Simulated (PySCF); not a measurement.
Geometries of 2 isomers of CH4F2Ge, from PBE0-D3(BJ)/def2-SVP geometry optimisation, gas phase (PySCF). One conformer each, no zero-point energy, no frequencies.

Question: Which isomer lies lower at this level?
A.
```xyz
8
angstrom
F      1.545   -0.056    1.225
C      1.031    0.139   -0.038
Ge    -0.911   -0.136    0.056
F     -1.510    0.128   -1.564
H      1.492   -0.574   -0.742
H      1.266    1.161   -0.382
H     -1.594    0.901    0.960
H     -1.264   -1.582    0.433
```
B.
```xyz
8
angstrom
F     -1.718    1.255   -0.822
C     -1.322    0.231   -0.026
F     -1.758   -0.928   -0.579
Ge     0.664    0.200    0.082
H     -1.822    0.350    0.953
H      1.089   -0.973    0.977
H      1.153    1.529    0.677
H      1.202    0.016   -1.343
```

Answer: A. That is `F[CH2][GeH2][F]`, 21.9 kcal/mol below the other.

```tsv
SMILES	atoms numbered as above	E (Eh)	relative (kcal/mol)	relative (kJ/mol)	dipole (D)
F[CH2][GeH2][F]	[F:1][CH2:2][GeH2:3][F:4]	-2316.26678	0.0	0.0	0.65
F[CH](F)[GeH3]	[F:1][CH:2]([F:3])[GeH3:4]	-2316.23196	21.9	91.4	1.71
```

As drawn, the higher has two fluorines on one carbon, which the lower lacks.
